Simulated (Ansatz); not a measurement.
Ansatz (a first-principles code) input file for CH6AlClO2Si, SMILES [OH][Al]([OH])[CH2][SiH2]Cl, PBE0-D3(BJ)/def2-SVP. 

Ansatz 0.2 input:
```yaml
crystal:
  periodic: [false, false, false]
  atoms:
    - {symbol: Si, position_ang: [1.23198290, 0.56933152, 0.00000000]}
    - {symbol: Cl, position_ang: [3.18402570, -0.19117277, -0.00000000]}
    - {symbol: C, position_ang: [-0.03807991, -0.79698338, 0.00000000]}
    - {symbol: Al, position_ang: [-1.87919452, -0.16261031, -0.00000000]}
    - {symbol: O, position_ang: [-2.62851040, 0.08644855, 1.52419043]}
    - {symbol: O, position_ang: [-2.62851040, 0.08644855, -1.52419043]}
    - {symbol: H, position_ang: [1.09103478, 1.42922497, -1.22444930]}
    - {symbol: H, position_ang: [1.09103478, 1.42922497, 1.22444930]}
    - {symbol: H, position_ang: [0.11330015, -1.42726257, 0.90226668]}
    - {symbol: H, position_ang: [0.11330015, -1.42726258, -0.90226667]}
    - {symbol: H, position_ang: [-3.53534636, 0.39401430, 1.66980353]}
    - {symbol: H, position_ang: [-3.53534636, 0.39401429, -1.66980353]}
basis:
  gaussian:
    orbitals: def2-SVP
hamiltonian:
  xc: pbe0
  dispersion: d3bj
relax: {f_tol: 0.002, max_steps: 200}
```

Log of the run:

```
WARN ansatz: RAYON_NUM_THREADS=1 ignored (pool sized by the plan → 1); use --threads N
Functional definition: PBE0
integrals: 0.09 GiB planned
1277 factors; integrals over basis functions are off by at most 5.0e-4 eV
mean field: 0.68 GiB planned
mean field evaluation 1: about -32189.7699 eV, gradient 8.0e1 eV
mean field evaluation 2: about -32174.8343 eV, gradient 1.2e2 eV
mean field evaluation 4: about -32202.0648 eV, gradient 5.0e0 eV
mean field evaluation 8: about -32202.1424 eV, gradient 1.5e-1 eV
mean field evaluation 16: about -32202.1425 eV, gradient 9.3e-6 eV
mean field -32202.14245745 eV, -1183.4069079153 hartree, gradient 8.2e-6 eV, S^2 0.000000; 0 other end points of the search recorded, 0 dependent functions left out
the calculation of the forces begins
reference -32202.14248986 eV, -1183.4069091062 hartree; 36, 36 occupied and 90, 90 virtual orbitals, 1277 factors
relax step   1: F+E_penalty+E_count = -32202.39786423 eV  Δ(F+E_penalty+E_count) = +0.000e0 eV  max|allowed force component| = 5.256e-1 eV/Å  Δτ_max = 0.0000 Å  (29 SCF iters, accepted)
these checks for a lower state are left out or cut short: starts, cluster_reference, orbital_swaps, neighbouring_geometries, increment
integrals: 0.09 GiB planned
1277 factors; integrals over basis functions are off by at most 4.9e-4 eV
mean field: 0.68 GiB planned
mean field -32202.16072725 eV, -1183.4075793180 hartree, gradient 7.1e-6 eV, S^2 0.000000; 0 other end points of the search recorded, 0 dependent functions left out
the calculation of the forces begins
reference -32202.16075962 eV, -1183.4075805073 hartree; 36, 36 occupied and 90, 90 virtual orbitals, 1277 factors
relax step   2: F+E_penalty+E_count = -32202.41710129 eV  Δ(F+E_penalty+E_count) = -1.924e-2 eV  max|allowed force component| = 2.433e-1 eV/Å  Δτ_max = 0.0190 Å  (31 SCF iters, accepted)
these checks for a lower state are left out or cut short: starts, cluster_reference, orbital_swaps, neighbouring_geometries, increment
integrals: 0.09 GiB planned
1277 factors; integrals over basis functions are off by at most 4.9e-4 eV
mean field: 0.68 GiB planned
mean field evaluation 32: about -32202.1640 eV, gradient 6.9e-6 eV
mean field -32202.16397844 eV, -1183.4076987971 hartree, gradient 6.9e-6 eV, S^2 0.000000; 0 other end points of the search recorded, 0 dependent functions left out
the calculation of the forces begins
reference -32202.16401081 eV, -1183.4076999866 hartree; 36, 36 occupied and 90, 90 virtual orbitals, 1277 factors
relax step   3: F+E_penalty+E_count = -32202.42077636 eV  Δ(F+E_penalty+E_count) = -3.675e-3 eV  max|allowed force component| = 7.071e-2 eV/Å  Δτ_max = 0.0139 Å  (30 SCF iters, accepted)
these checks for a lower state are left out or cut short: starts, cluster_reference, orbital_swaps, neighbouring_geometries, increment
integrals: 0.09 GiB planned
1277 factors; integrals over basis functions are off by at most 4.9e-4 eV
mean field: 0.68 GiB planned
mean field -32202.16475107 eV, -1183.4077271906 hartree, gradient 1.9e-5 eV, S^2 0.000000; 0 other end points of the search recorded, 0 dependent functions left out
the calculation of the forces begins
reference -32202.16478345 eV, -1183.4077283807 hartree; 36, 36 occupied and 90, 90 virtual orbitals, 1277 factors
relax step   4: F+E_penalty+E_count = -32202.42154701 eV  Δ(F+E_penalty+E_count) = -7.707e-4 eV  max|allowed force component| = 5.045e-2 eV/Å  Δτ_max = 0.0077 Å  (26 SCF iters, accepted)
these checks for a lower state are left out or cut short: starts, cluster_reference, orbital_swaps, neighbouring_geometries, increment
integrals: 0.09 GiB planned
1277 factors; integrals over basis functions are off by at most 4.9e-4 eV
mean field: 0.68 GiB planned
mean field -32202.16525501 eV, -1183.4077457102 hartree, gradient 5.6e-6 eV, S^2 0.000000; 0 other end points of the search recorded, 0 dependent functions left out
the calculation of the forces begins
reference -32202.16528753 eV, -1183.4077469053 hartree; 36, 36 occupied and 90, 90 virtual orbitals, 1277 factors
relax step   5: F+E_penalty+E_count = -32202.42166244 eV  Δ(F+E_penalty+E_count) = -1.154e-4 eV  max|allowed force component| = 9.504e-2 eV/Å  Δτ_max = 0.0438 Å  (29 SCF iters, accepted)
these checks for a lower state are left out or cut short: starts, cluster_reference, orbital_swaps, neighbouring_geometries, increment
integrals: 0.09 GiB planned
1277 factors; integrals over basis functions are off by at most 4.9e-4 eV
mean field: 0.68 GiB planned
mean field -32202.16679893 eV, -1183.4078024481 hartree, gradient 7.2e-6 eV, S^2 0.000000; 0 other end points of the search recorded, 0 dependent functions left out
the calculation of the forces begins
reference -32202.16683141 eV, -1183.4078036418 hartree; 36, 36 occupied and 90, 90 virtual orbitals, 1277 factors
relax step   6: F+E_penalty+E_count = -32202.42308499 eV  Δ(F+E_penalty+E_count) = -1.423e-3 eV  max|allowed force component| = 3.366e-2 eV/Å  Δτ_max = 0.0181 Å  (30 SCF iters, accepted)
these checks for a lower state are left out or cut short: starts, cluster_reference, orbital_swaps, neighbouring_geometries, increment
integrals: 0.09 GiB planned
1277 factors; integrals over basis functions are off by at most 4.9e-4 eV
mean field: 0.68 GiB planned
mean field -32202.16679095 eV, -1183.4078021549 hartree, gradient 1.9e-5 eV, S^2 0.000000; 0 other end points of the search recorded, 0 dependent functions left out
the calculation of the forces begins
reference -32202.16682344 eV, -1183.4078033487 hartree; 36, 36 occupied and 90, 90 virtual orbitals, 1277 factors
relax step   7: F+E_penalty+E_count = -32202.42315294 eV  Δ(F+E_penalty+E_count) = -6.795e-5 eV  max|allowed force component| = 1.461e-2 eV/Å  Δτ_max = 0.0050 Å  (24 SCF iters, accepted)
these checks for a lower state are left out or cut short: starts, cluster_reference, orbital_swaps, neighbouring_geometries, increment
integrals: 0.09 GiB planned
1277 factors; integrals over basis functions are off by at most 4.9e-4 eV
mean field: 0.68 GiB planned
mean field evaluation 64: about -32202.1668 eV, gradient 1.9e-1 eV
mean field -32202.16688379 eV, -1183.4078055664 hartree, gradient 1.0e-5 eV, S^2 0.000000; 0 other end points of the search recorded, 0 dependent functions left out
the calculation of the forces begins
reference -32202.16691627 eV, -1183.4078067603 hartree; 36, 36 occupied and 90, 90 virtual orbitals, 1277 factors
relax step   8: F+E_penalty+E_count = -32202.42317953 eV  Δ(F+E_penalty+E_count) = -2.659e-5 eV  max|allowed force component| = 1.873e-3 eV/Å  Δτ_max = 0.0036 Å  (24 SCF iters, accepted)
integrals: 0.09 GiB planned
1277 factors; integrals over basis functions are off by at most 4.9e-4 eV
mean field: 0.68 GiB planned
mean field -32202.16688379 eV, -1183.4078055664 hartree, gradient 1.0e-5 eV, S^2 0.000000; 1 other end points of the search recorded, 0 dependent functions left out
the calculation of the forces begins
reference -32202.16691627 eV, -1183.4078067603 hartree; 36, 36 occupied and 90, 90 virtual orbitals, 1277 factors
Total energy: -32202.42321201 eV, -1183.4172254551 hartree
Atom 0 at     1.235456     0.571105    -0.000000 Å, force    -0.001234    -0.001208    -0.000000 eV/Å
Atom 1 at     3.159107    -0.222781    -0.000000 Å, force     0.000199    -0.000036     0.000000 eV/Å
Atom 2 at    -0.044193    -0.769100     0.000000 Å, force     0.001427     0.000683     0.000000 eV/Å
Atom 3 at    -1.881382    -0.159541     0.000001 Å, force     0.000166     0.001587     0.000000 eV/Å
Atom 4 at    -2.638466     0.081039     1.501623 Å, force    -0.001142     0.000055    -0.001723 eV/Å
Atom 5 at    -2.638464     0.081039    -1.501622 Å, force    -0.001142     0.000055     0.001723 eV/Å
Atom 6 at     1.117209     1.427815    -1.215271 Å, force    -0.000718     0.000793    -0.000371 eV/Å
Atom 7 at     1.117209     1.427815     1.215271 Å, force    -0.000718     0.000793     0.000371 eV/Å
Atom 8 at     0.107955    -1.396159     0.895272 Å, force     0.001197    -0.001873     0.000626 eV/Å
Atom 9 at     0.107953    -1.396158    -0.895273 Å, force     0.001197    -0.001873    -0.000626 eV/Å
Atom 10 at    -3.531347     0.369171     1.689546 Å, force     0.000384     0.000513     0.001200 eV/Å
Atom 11 at    -3.531346     0.369171    -1.689547 Å, force     0.000384     0.000513    -0.001200 eV/Å
Dipole moment:    -0.878731     0.072737    -0.000000 e Å
```

Self-consistency was reached.

Cost: around 50 core-seconds (rough).
